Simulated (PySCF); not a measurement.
**Correlation energy of S+ (sulfur, charge +1)**

[Ne] 3s2 3p3, high-spin 4S determinant. Computed with PySCF 2.14 in cc-pVDZ-DK (4s3p1d, 18 functions), with scalar relativity by spin-free X2C-1e. Frozen: [Ne]; 5 electrons correlated.

MP2 pair energies summed by pair of shells (mhartree):

```csv
pair,energy,share (%)
3s-3p,-43.96,64.8
3p-3p,-16.24,23.9
3s-3s,-7.64,11.3
```

Total MP2 correlation energy: -67.84 mhartree.

Same-spin part -18.27 and opposite-spin part -49.58 mhartree; SCS-MP2 scales them by 1/3 and 6/5 to -65.58 mhartree.

```tsv
level	correlation energy (mhartree)
CCSD	-86.26
(T)	-0.90
CCSD(T)	-87.16
```

Diagnostics: T1 = 0.0018, D1 = 0.0049, largest double amplitude 0.062.

Task: Is a single reference adequate?

Result: Yes: T1 lies below 0.03 and no double amplitude reaches 0.07.
